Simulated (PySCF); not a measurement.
## Potassium: a sound run and one with changed settings

Sound run: K²⁺ [Ne] 3s2 3p5, K³⁺ [Ne] 3s2 3p4. Computed with PySCF 2.14 in cc-pVTZ-X2C, with the spin-free X2C one-electron Hamiltonian (Gaussian nucleus). The sound run starts from symmetry-adapted Hartree-Fock orbitals and uses a fine grid where one is needed.

Changed run: initial guess atom, at most 3 SCF cycles. This setting is unsound on purpose.

```json
{"species": "K²⁺", "method": "UHF", "sound run (hartree)": "-600.17093", "changed run (hartree)": "-600.17092", "converged": "no"}
{"species": "K²⁺", "method": "PBE0", "sound run (hartree)": "-600.70887", "changed run (hartree)": "-600.70887", "converged": "no"}
{"species": "K²⁺", "method": "BP86", "sound run (hartree)": "-600.93398", "changed run (hartree)": "-600.93398", "converged": "no"}
{"species": "K³⁺", "method": "UHF", "sound run (hartree)": "-598.46958", "changed run (hartree)": "-598.46958", "converged": "no"}
{"species": "K³⁺", "method": "PBE0", "sound run (hartree)": "-598.95670", "changed run (hartree)": "-598.95670", "converged": "no"}
{"species": "K³⁺", "method": "BP86", "sound run (hartree)": "-599.17740", "changed run (hartree)": "-599.17740", "converged": "no"}
```

The SCF was stopped early; the energies are upper bounds that still move, and correlated levels were skipped or rest on poor orbitals.
